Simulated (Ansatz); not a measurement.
`C[SiH](F)CF` → `FC[SiH2]F` + `[CH2]` (triplet)  (formal loss of a carbene)

Computed with Ansatz on PBE0-D4/def2-TZVP structures; ΔE is electronic, products minus reactants. CCSD(T)/CBS is the MP2 limit (def2-TZVPP, def2-QZVPP) plus CCSD(T) − MP2 in def2-TZVPP, frozen cores. This one scheme is used for every species. Triplets are unrestricted, without spin–orbit coupling. One conformer a species, not always the lowest.

| species | SCS-MP2/def2-QZVPP energy (Eh) |
| --- | --- |
| `C[SiH](F)CF` | -568.31636 |
| `FC[SiH2]F` | -529.05983 |
| `[CH2]` (triplet) | -39.06703 |

**Question.** Work out ΔE.

**Answer.** ΔE = (-529.05983) + (-39.06703) − (-568.31636) = 0.18950 Eh = +118.9 kcal/mol. CCSD(T)/CBS gives +117.1 kcal/mol.

Largest T1 diagnostic among the species: 0.011.

From PBE to PBE0 (25 % exact exchange), in def2-TZVPP and without D4, ΔE moves by −1.7 kcal/mol. The D4 term adds +2.5 kcal/mol with B3LYP and +1.3 kcal/mol with PBE0; it sums over pairs of atoms, weighted by their polarisabilities, and B3LYP, whose exchange is more repulsive, gets the larger term. In def2-TZVPP, CCSD(T) changes the Hartree–Fock value by +33.2 kcal/mol (the triples alone add +2.7 kcal/mol) and MP2 by +36.5 kcal/mol.

B3LYP here is the variant with VWN-RPA as its local correlation; programs differ in this.
